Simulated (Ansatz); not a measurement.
Ansatz (an electronic-structure program) input (B3LYP/6-31G* with LANL2DZ past Ar): The .json file joins the Basis Set Exchange's 6-31G* for atoms up to Ar and LANL2DZ past it.

Ansatz 0.2 input:
```yaml
crystal:
  periodic: [false, false, false]
  atoms:
    - {symbol: V, position_ang: [0.20549351, -0.20351299, 0.21190011]}
    - {symbol: O, position_ang: [0.74776482, 0.45997742, -1.15542852]}
    - {symbol: O, position_ang: [-1.33855866, 0.12512243, 0.54621571]}
basis:
  gaussian:
    orbitals: 6-31Gs+LANL2DZ.json
hamiltonian:
  xc: {name: B3LYP}
magnetization: {spin_polarized: true, initial_magnetization: 1}
phonons: {temperatures: {t_min: 298.15, t_max: 298.15, t_step: 100}}
```

Output:

```
Functional definition: B3LYP
integrals: 0.01 GiB planned
608 factors; integrals over basis functions are off by at most 1.8e-4 eV
mean field: 0.20 GiB planned
mean field evaluation 1: about -6021.7249 eV, gradient 6.2e1 eV
mean field evaluation 2: about -5630.1860 eV, gradient 2.7e2 eV
mean field evaluation 4: about -6034.1907 eV, gradient 1.2e1 eV
mean field evaluation 8: about -6034.8523 eV, gradient 1.1e-1 eV
mean field evaluation 16: about -6034.8767 eV, gradient 2.2e-3 eV
mean field evaluation 32: about -6034.8458 eV, gradient 2.8e-1 eV
mean field -6034.87667808 eV, -221.7776273332 hartree, gradient 4.5e-6 eV, S^2 0.765819; 3 other end points of the search recorded, 0 dependent functions left out
the calculation of the forces begins
reference -6034.87697336 eV, -221.7776381843 hartree; 15, 14 occupied and 37, 38 virtual orbitals, 608 factors
these checks for a lower state are left out or cut short: stability, starts, cluster_reference, orbital_swaps, neighbouring_geometries, increment
integrals: 0.01 GiB planned
608 factors; integrals over basis functions are off by at most 1.8e-4 eV
mean field: 0.20 GiB planned
mean field -6034.87657041 eV, -221.7776233761 hartree, gradient 6.7e-6 eV, S^2 0.765964; 0 other end points of the search recorded, 0 dependent functions left out
the calculation of the forces begins
reference -6034.87686576 eV, -221.7776342302 hartree; 15, 14 occupied and 37, 38 virtual orbitals, 608 factors
these checks for a lower state are left out or cut short: stability, starts, cluster_reference, orbital_swaps, neighbouring_geometries, increment
integrals: 0.01 GiB planned
608 factors; integrals over basis functions are off by at most 1.8e-4 eV
mean field: 0.20 GiB planned
mean field -6034.87656881 eV, -221.7776233176 hartree, gradient 2.7e-6 eV, S^2 0.765678; 0 other end points of the search recorded, 0 dependent functions left out
the calculation of the forces begins
reference -6034.87686400 eV, -221.7776341656 hartree; 15, 14 occupied and 37, 38 virtual orbitals, 608 factors
these checks for a lower state are left out or cut short: stability, starts, cluster_reference, orbital_swaps, neighbouring_geometries, increment
integrals: 0.01 GiB planned
608 factors; integrals over basis functions are off by at most 1.8e-4 eV
mean field: 0.20 GiB planned
mean field evaluation 64: about -6034.8765 eV, gradient 5.7e-6 eV
mean field -6034.87654221 eV, -221.7776223399 hartree, gradient 5.7e-6 eV, S^2 0.766017; 0 other end points of the search recorded, 0 dependent functions left out
the calculation of the forces begins
reference -6034.87683769 eV, -221.7776331986 hartree; 15, 14 occupied and 37, 38 virtual orbitals, 608 factors
these checks for a lower state are left out or cut short: stability, starts, cluster_reference, orbital_swaps, neighbouring_geometries, increment
integrals: 0.01 GiB planned
608 factors; integrals over basis functions are off by at most 1.8e-4 eV
mean field: 0.20 GiB planned
mean field -6034.87654014 eV, -221.7776222637 hartree, gradient 5.8e-6 eV, S^2 0.765626; 0 other end points of the search recorded, 0 dependent functions left out
the calculation of the forces begins
reference -6034.87683519 eV, -221.7776331070 hartree; 15, 14 occupied and 37, 38 virtual orbitals, 608 factors
these checks for a lower state are left out or cut short: stability, starts, cluster_reference, orbital_swaps, neighbouring_geometries, increment
integrals: 0.01 GiB planned
608 factors; integrals over basis functions are off by at most 1.8e-4 eV
mean field: 0.20 GiB planned
mean field -6034.87666739 eV, -221.7776269403 hartree, gradient 6.6e-6 eV, S^2 0.765857; 0 other end points of the search recorded, 0 dependent functions left out
the calculation of the forces begins
reference -6034.87696278 eV, -221.7776377956 hartree; 15, 14 occupied and 37, 38 virtual orbitals, 608 factors
these checks for a lower state are left out or cut short: stability, starts, cluster_reference, orbital_swaps, neighbouring_geometries, increment
integrals: 0.01 GiB planned
608 factors; integrals over basis functions are off by at most 1.8e-4 eV
mean field: 0.20 GiB planned
mean field -6034.87666754 eV, -221.7776269458 hartree, gradient 5.6e-6 eV, S^2 0.765781; 0 other end points of the search recorded, 0 dependent functions left out
the calculation of the forces begins
reference -6034.87696270 eV, -221.7776377926 hartree; 15, 14 occupied and 37, 38 virtual orbitals, 608 factors
Total energy: -6034.87697336 eV, -221.7776381843 hartree
Atom 0 at     0.205494    -0.203513     0.211900 Å, force     0.000206    -0.000204     0.000213 eV/Å
Atom 1 at     0.747765     0.459977    -1.155429 Å, force    -0.000019     0.000116    -0.000175 eV/Å
Atom 2 at    -1.338559     0.125122     0.546216 Å, force    -0.000187     0.000089    -0.000038 eV/Å
Dipole moment:     0.681184    -0.674619     0.702421 e Å
Vibrations: 287.80 1047.05 1047.42 cm⁻¹, zero-point energy 0.147682 eV
```

The blocks after the first are displaced geometries, from whose forces the wavenumbers follow.
